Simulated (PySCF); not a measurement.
**Structure elucidation problem**

Molecular formula: C₇H₅ClO₂. Simulated spectra:

$^{1}$H NMR (300 MHz, computed): δ 8.51 (d, 2H), 7.71 (d, 2H), 6.37 (br s, 1H).

$^{13}$C{$^{1}$H} NMR (computed): δ 170.2 (C), 152.4 (C), 138.6 (CH, 2C), 134.7 (CH, 2C), 131.0 (C).

Level of theory: NMR shieldings at PBE0/pcSseg-1/GIAO, geometry: GFN2-xTB, in PySCF (equivalent nuclei averaged, in vacuum, no relativistic terms, one computed conformer).

Shifts are taken against calculated references (same method and geometry level): TMS for $^{1}$H (σref 31.72), $^{13}$C (σref 186.93).

Task: Which candidate is it?
A. C=Cc1ccc(C(=O)Cl)o1
B. C=Cc1ccoc1C(=O)Cl
C. O=C(O)c1ccc(Cl)cc1

Result: C. 

- Rings plus π bonds: 5 (1 ring in the answer).
- 5 carbon signals for 7 carbons: some carbons are equivalent by symmetry or fast rotation.
- Carbon types of the structure: 3 × C, 4 × CH, leaving 1 H on heteroatoms.
- δC 170.2: carboxylic acid carbon; lone-pair donation from the attached heteroatom keeps it upfield of a ketone carbonyl.
- δC 152.4: aromatic carbon bearing chlorine.
- δC 138.6, 134.7: aromatic CH; the aromatic region.
- δC 131.0: substituted aromatic carbon.
- δH 8.51, 7.71: hydrogen on an aromatic CH.

The others: C=Cc1ccc(C(=O)Cl)o1 would give 7 carbon signals, not 5; C=Cc1ccoc1C(=O)Cl would give 7 carbon signals, not 5.

The OH or NH signal is concentration- and solvent-dependent in practice; the value given is the gas-phase one. Carbons that carry Cl, above all several Cl atoms, come out too deshielded, partly because spin–orbit coupling is missing. Shifts are as computed. Against solution values, carbons near 30 ppm lie about +3 ppm off and those near 130 ppm about +5 ppm; carbons on Cl a further +6 ppm. Of 1211 compounds with measured shifts, 218 miss one by over three times the rms of a fit or turn the order of signals round; such compounds aren't used in these exercises. The C=O carbon of an acid or of an amide with N–H lies up to 10 ppm further downfield in solution, through hydrogen bonding that the calculation lacks. Multiplicities follow the n + 1 count of equivalent neighbours, as no J values were calculated; m marks all less simple cases, F and P coupling included.
